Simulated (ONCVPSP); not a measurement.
## What the settings do to the ONCV potential of S

Base potential:

```
Element                 : S
Generator               : ONCVPSP 4.0.1
Type                    : optimised norm-conserving Vanderbilt (ONCV)
Functional              : LDA (Perdew-Wang 92)
Relativity              : scalar-relativistic
Frozen core             : [Ne]
Valence charge          : 6
Reference configuration : 3s2 3p2.5 (charge +1.5)
Partial waves           : 3s: rc 1.45 bohr, ncon 4, nbas 7, qcut 5.6 1/bohr, 2 projectors, debl 2.1 Ha; 3p: rc 1.10 bohr, ncon 3, nbas 7, qcut 6.9 1/bohr, 2 projectors, debl 3.2 Ha; d scattering state at 0.29 Ha: rc 1.55 bohr, ncon 3, nbas 7, qcut 7.2 1/bohr, 3 projectors, debl 2.9 Ha
Local potential         : polynomial inside 1.10 bohr (lpopt 2, dvloc0 0 Ha)
Core correction         : Teter function, fcfact 3.75, rcfact 1.65
```

In the d channel the program set the typed energies aside and used 0.050, 2.950, 5.850 Ha.

All-electron outer shells of the reference configuration (LDA (PZ), scalar-relativistic, ld1.x):

```tsv
shell	level (eV)	outermost node (bohr)	outermost maximum (bohr)
2s	-229.24	0.13	0.39
2p	-175.01	–	0.33
3s	-33.36	0.60	1.37
3p	-22.32	0.58	1.51
```

Cutoffs, loose and tight: the cutoffs (Ha) at which the residual kinetic energy of the hardest occupied pseudo-wave falls to 1 and 0.1 mHa per electron. They do not see the model core or the augmentation charge, which bear on the density cutoff. Test errors are all-electron minus pseudo excitation energies from the reference, over the configurations 3s2 3p4; 3s2 3p3; 3s2 3p2; 3s2 3p3.5. A dash means not determined; rows that change the core or the reference have their own tests.

1 further variants are left out, since the program set their typed debl aside.

A true bound ghost makes a file unfit for plane-wave use even where its test errors are small: the radial tests pick states by their node count and pass the ghost by.

| change | outcome | cutoff, loose | cutoff, tight | bound ghosts | GHOST(+) flags above zero | largest test error (meV) |
| --- | --- | --- | --- | --- | --- | --- |
| base | generated, projector energies reset by the program | 26 Ha | 141 Ha | none | p | -3.3 |
| s: qcut 4.6 | generated, projector energies reset by the program | 26 Ha | 141 Ha | none | p | -3.2 |
| core correction Teter function, fcfact 3.75, rcfact 1.12 | generated, projector energies reset by the program | 26 Ha | 141 Ha | none | p | +13 |
| s: qcut 6.7; p: qcut 8.3; d: qcut 8.6 | generated, projector energies reset by the program | 29 Ha | 126 Ha | p | none | -4.1 |
| s: ncon 5, nbas 8 | generated, projector energies reset by the program | 26 Ha | 141 Ha | none | s, p | -3.3 |
| core correction Teter function fitted to the true core (icmod 2), fcfact 0.6 | generated, projector energies reset by the program | 26 Ha | 141 Ha | none | p | +12 |

Problem. What comes out with this change to the base: s: rc 1.88?

Solution. outcome: generated, projector energies reset by the program; cutoff, loose: 26 Ha; cutoff, tight: 141 Ha; bound ghosts: none; GHOST(+) flags above zero: s, p; largest test error (meV): +4.4.
